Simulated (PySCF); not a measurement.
**Electron correlation in Cu+ (copper, charge +1)**

[Ar] 3d10, closed-shell 1S. All numbers are calculated (PySCF 2.14, scalar relativity by spin-free X2C-1e, in aug-cc-pVTZ-DK). Frozen: [Ar]; 10 electrons correlated.

```tsv
level	correlation energy (mhartree)
CCSD	-423.20
(T)	-17.28
CCSD(T)	-440.48
```

Diagnostics: T1 = 0.013, D1 = 0.0187, largest double amplitude 0.018.

**Question.** Is a single reference adequate?

**Answer.** Yes: T1 lies below 0.03 and no double amplitude reaches 0.07.
